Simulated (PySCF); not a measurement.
Input file for PySCF: D3(BJ) and D4 dispersion corrections on CH8Si2 (SMILES [SiH3]C[SiH3]).

```python
from pyscf import gto
from pyscf.dispersion import dftd3, dftd4

mol = gto.M(
    atom='''
    Si    1.43675428    0.70816088    0.01131080
    C     0.22876463   -0.72179825   -0.12805324
    Si   -1.57943177   -0.25788358    0.06854442
    H     2.83444184    0.24158276   -0.15740972
    H     1.15031190    1.72240966   -1.03141202
    H     1.31345208    1.35343961    1.34038311
    H     0.48278357   -1.47006320    0.62886601
    H     0.36364011   -1.20065424   -1.10265997
    H    -1.97138501    0.72261364   -0.97213751
    H    -1.80818940    0.35356714    1.39964126
    H    -2.45104224   -1.45127442   -0.05717312
    ''',
    basis='def2-svp',
    charge=0, spin=0, verbose=0, max_memory=1800)
d3, d4 = {}, {}
for xc in ['hf', 'pbe', 'blyp', 'revpbe', 'tpss', 'r2scan', 'b3lyp', 'pbe0', 'bhlyp', 'camb3lyp', 'b2plyp']:
    d3[xc] = float(dftd3.DFTD3Dispersion(mol, xc=xc, version='d3bj', atm=False).get_dispersion()['energy'])
    print(f'D3(BJ) {xc:10s} {d3[xc]:14.8f} Eh')
for xc in ['hf', 'pbe', 'blyp', 'revpbe', 'tpss', 'r2scan', 'b3lyp', 'pbe0', 'bhlyp', 'camb3lyp', 'b2plyp']:
    d4[xc] = float(dftd4.DFTD4Dispersion(mol, xc={'camb3lyp': 'cam-b3lyp'}.get(xc, xc), atm=True).get_dispersion()['energy'])
    print(f'D4     {xc:10s} {d4[xc]:14.8f} Eh')
```

Program output:

```
D3(BJ) hf            -0.06477237 Eh
D3(BJ) pbe           -0.00828909 Eh
D3(BJ) blyp          -0.01814155 Eh
D3(BJ) revpbe        -0.02029252 Eh
D3(BJ) tpss          -0.01062406 Eh
D3(BJ) r2scan        -0.00233262 Eh
D3(BJ) b3lyp         -0.01496258 Eh
D3(BJ) pbe0          -0.00735932 Eh
D3(BJ) bhlyp         -0.01220885 Eh
D3(BJ) camb3lyp      -0.00694553 Eh
D3(BJ) b2plyp        -0.00725333 Eh
D4     hf            -0.02756998 Eh
D4     pbe           -0.00792516 Eh
D4     blyp          -0.01736757 Eh
D4     revpbe        -0.02355492 Eh
D4     tpss          -0.01067504 Eh
D4     r2scan        -0.00192121 Eh
D4     b3lyp         -0.01280237 Eh
D4     pbe0          -0.00669523 Eh
D4     bhlyp         -0.00999219 Eh
D4     camb3lyp      -0.00680765 Eh
D4     b2plyp        -0.00551596 Eh
```

The run finished.

Cost: very roughly 0.05 core-seconds.
